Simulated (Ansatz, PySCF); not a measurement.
Si(CCH)2(Cl)2 (C4H2Cl2Si), SMILES C#C[Si](Cl)(Cl)C#C. Atoms are numbered in the order given.

```xyz
9

C     -2.4932    -0.0399     1.7629
C     -1.4948    -0.0239     1.0691
Si     0.0000     0.0000     0.0412
Cl     0.0265    -1.6670    -1.1521
Cl    -0.0265     1.6670    -1.1521
C      1.4948     0.0239     1.0691
C      2.4932     0.0399     1.7629
H     -3.3776    -0.0541     2.3760
H      3.3776     0.0541     2.3760
```

The structure is a stationary point at PBE0-D3(BJ)/def2-SVP.

Two levels are set side by side: PBE-D3(BJ)/def2-SVP (Ansatz, an electronic-structure program) and PBE0-D3(BJ)/def2-SVP (Ansatz). Each level has its own optimised geometry; the coordinates shown are those of the second. Frequencies come from the Hessian of PySCF at each geometry. Differences are taken from unrounded values.

```
quantity                            PBE0-D3(BJ)
----------------------------------  -----------
mean bond length (Å)                      1.539
bond C1–C2 (Å)                            1.216
bond C2–Si3 (Å)                           1.814
bond Si3–Cl4 (Å)                          2.050
bond Si3–Cl5 (Å)                          2.050
bond Si3–C6 (Å)                           1.814
bond C6–C7 (Å)                            1.216
bond C1–H8 (Å)                            1.076
bond C7–H9 (Å)                            1.076
highest harmonic wavenumber (cm⁻¹)         3473
mean harmonic wavenumber (cm⁻¹)             897
zero-point energy (kcal/mol)              26.94
```

Task: What does PBE-D3(BJ) give, and how far is it from PBE0-D3(BJ)? (The exact figures need the calculation; the answer reports its results.)

Result: 
| quantity | PBE-D3(BJ) | PBE-D3(BJ) minus PBE0-D3(BJ) |
|---|---|---|
| mean bond length (Å) | 1.549 | 0.010 |
| bond C1–C2 (Å) | 1.228 | 0.012 |
| bond C2–Si3 (Å) | 1.820 | 0.006 |
| bond Si3–Cl4 (Å) | 2.067 | 0.017 |
| bond Si3–Cl5 (Å) | 2.067 | 0.017 |
| bond Si3–C6 (Å) | 1.820 | 0.006 |
| bond C6–C7 (Å) | 1.228 | 0.012 |
| bond C1–H8 (Å) | 1.083 | 0.007 |
| bond C7–H9 (Å) | 1.083 | 0.007 |
| highest harmonic wavenumber (cm⁻¹) | 3389 | -84 |
| mean harmonic wavenumber (cm⁻¹) | 864 | -33 |
| zero-point energy (kcal/mol) | 25.94 | -1.00 |

Exact exchange shortens and stiffens bonds; PBE has none. Differences between two approximate levels are no errors against the true value.
